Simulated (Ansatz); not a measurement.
`[CH3][Ge]([F])([F])[C]#N`, relaxed with RKS PBE-D4/def2-SVP in Ansatz 0.2.0 from a rough embedded geometry. The force threshold is 0.03 eV/Å; the program also tests the step.

Total charge 0; spin multiplicity 1.

Start:

```xyz
9

C    -1.211    0.548    0.165
Ge    0.470   -0.114   -0.560
F     0.102   -1.311   -1.746
F     1.355    1.148   -1.370
C     1.553   -0.878    0.786
N     2.207   -1.368    1.637
H    -1.729   -0.297    0.682
H    -0.919    1.294    0.960
H    -1.828    0.977   -0.553
```

**Question.** By how much does the energy fall, and how many steps does the optimiser take? (Best estimate.)

**Answer.** The calculation gave: 0.17 eV, in 4 steps.

**Question.** Which bonds change most? (An estimate is asked.)

**Answer.** Ansatz gave: C1–H9 from 1.038 to 1.106 Å; Ge2–C5 from 1.888 to 1.930 Å; C1–H8 from 1.129 to 1.107 Å; C1–Ge2 from 1.947 to 1.927 Å.

**Question.** Give the relaxed structure. (Best estimate.)

**Answer.** Ansatz gave: 
```xyz
9

C    -1.223    0.564    0.203
Ge    0.425   -0.118   -0.527
F     0.148   -1.338   -1.741
F     1.351    1.123   -1.326
C     1.612   -0.918    0.768
N     2.293   -1.392    1.596
H    -1.781   -0.264    0.680
H    -0.995    1.341    0.957
H    -1.831    1.002   -0.612
```
